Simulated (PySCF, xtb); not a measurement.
Al(OH)2(NH2) (AlH₄NO₂), SMILES [NH2][Al]([OH])[OH]. One conformer was computed; it need not be the lowest.

Harmonic wavenumbers (cm⁻¹) from GFN2-xTB (xtb 6.7.1) at its own minimum, in rising order: 146, 182, 204, 279, 284, 288, 294, 346, 368, 555, 668, 880, 937, 1467, 3479, 3511, 3781, 3800.

What does PySCF with B3LYP-D3(BJ)/def2-SVP give at its own minimum? (An estimate is asked for; the answer gives what the named calculation found.)

207, 209, 236, 279, 298, 347, 360, 522, 594, 659, 700, 920, 947, 1525, 3585, 3671, 3931, 3942. Paired by order, the mean absolute difference is 81 cm⁻¹ and the zero-point energies are 30.7 and 32.8 kcal/mol.
